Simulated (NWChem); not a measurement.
System: C$_{2}$HBCl$_{2}$; SMILES C#CB(Cl)Cl

```xyz
6

B      0.0005     0.0000    -0.0013
C      0.0314    -1.5146     0.0013
C      0.0548    -2.7317     0.0043
H      0.0753    -3.8076     0.0074
Cl     1.4902     0.9139    -0.0026
Cl    -1.5268     0.8498    -0.0026
```
Atoms are numbered in this order, from 1.

Level: PBE0/def2-SVP (NWChem), optimised geometry, unscaled harmonic frequencies. 

Question: List the harmonic frequencies with IR intensities, and the thermochemistry.

Answer: 
```tsv
frequency (cm⁻¹)	IR intensity (km/mol)
136	1.2
211	2.3
260	1.8
455	4.4
508	5.8
539	19.7
711	33.7
784	23.9
986	375.1
1104	288.5
2194	131.6
3475	51.4
```

- zero-point energy = 16.2 kcal/mol
- thermal correction to the enthalpy at 298.15 K (with zero-point energy) = 20.2 kcal/mol
- heat capacity Cv = 17.3 cal/(mol K)
- entropy at 298.15 K and 1 atm (symmetry number 1) = 76.7 cal/(mol K)
- dipole moment = 1.61 D

Rigid rotor and harmonic oscillator.
